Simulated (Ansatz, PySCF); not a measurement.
Molecule: chloro selenohypochlorite, SeCl2, net charge 0, singlet state. 
Structure (B3LYP-D3(BJ)/def2-TZVP (Ansatz, a program for electronic structure) minimum search):
```
Se
Cl 1 2.1758
Cl 1 2.1758 2 101.74
```
Charge 0, spin multiplicity 1.

Total electronic energies in hartree. Valence correlation only, unless marked. No spin-orbit coupling. Frozen are the shells of the preceding noble gas and the d and f shells that filled before the atom's block. Non-relativistic. CBS(X,Y): correlation extrapolated as X^-3; Hartree-Fock from the larger set.

```tsv
level	program	energy (Eh)
HF/def2-QZVPP	Ansatz	-3318.93979
BLYP-D4/def2-TZVPD	Ansatz + dftd4	-3322.04014
revPBE-D3(BJ)/def2-TZVPD	Ansatz + dftd3	-3321.63730
BP86/def2-TZVPD	PySCF	-3322.35851
PBE0-D3(BJ)/def2-TZVPD	Ansatz + dftd3	-3321.40715
RPA@PBE/def2-QZVPP	Ansatz	-3319.86130
MP2/def2-SVP	Ansatz	-3318.61964
RI-MP2/def2-TZVPPD	Ansatz	-3319.39850
CCSD(T)/CBS(def2-TZVPP,def2-QZVPP)	Ansatz	-3319.6311
```

Totals of different functionals don't rank their quality; only differences between species are comparable.
